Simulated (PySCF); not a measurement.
# Core binding energy against partial charge

Species: C3H6O2Si.
SMILES with atom numbers: `[O:1]=[CH:2][Si@H:3]1[CH2:4][CH2:5][O:6]1`

Binding energies: delta-SCF UKS SCAN, pcX-2 on the ionised atom, pcseg-1 elsewhere, spin-free X2C in PySCF 2.14.0. Charges: PBE0/pcSseg-1 ground-state density, for the ionised atom.

```tsv
atom	environment	C 1s (eV)	Mulliken (e)	IAO (e)	Hirshfeld (e)	ESP (e)
C4	sp3 carbon bound to silicon	290.44	-0.573	-0.574	-0.169	-0.695
C5	sp3 carbon bound to oxygen	292.44	+0.077	-0.044	+0.005	+0.349
C2	carbonyl carbon	293.15	-0.038	-0.017	+0.047	+0.276
```

How well does each charge scheme correlate with the binding energies over these sites?

Hirshfeld: r = 1.00, slope 12.2 eV per e; IAO: r = 0.98, slope 4.4 eV per e; ESP: r = 0.95, slope 2.3 eV per e; Mulliken: r = 0.91, slope 3.7 eV per e. On 3 points no scheme stands out.

The point-charge model writes a binding energy as kq + V + constant, with V the potential of the other atoms' charges at the site. What does it give with the ESP charges?

V = Σ 14.40 eV Å × q/r over all other atoms: +9.62 eV at C4, -5.25 eV at C5, -2.56 eV at C2. Fitting binding energy − V to q gives k = 15.8 eV per e and leaves an rms residual of 0.34 eV, against 0.36 eV for the fit on q alone. The model has no term for differences in relaxation between sites.

The unrestricted hole states depart most from a pure doublet (⟨S²⟩ = 0.75; over 0.85 named) for C 1s of C2 (0.90), which makes this value less certain. One conformer (not necessarily the lowest) at the GFN2-xTB geometry, without solvent, vibrations or thermal averaging.

Shape of the structure used: `[O:1]=[CH:2][Si@H:3]1[CH2:4][CH2:5][O:6]1`: O1–C2–Si3–C4 125°.
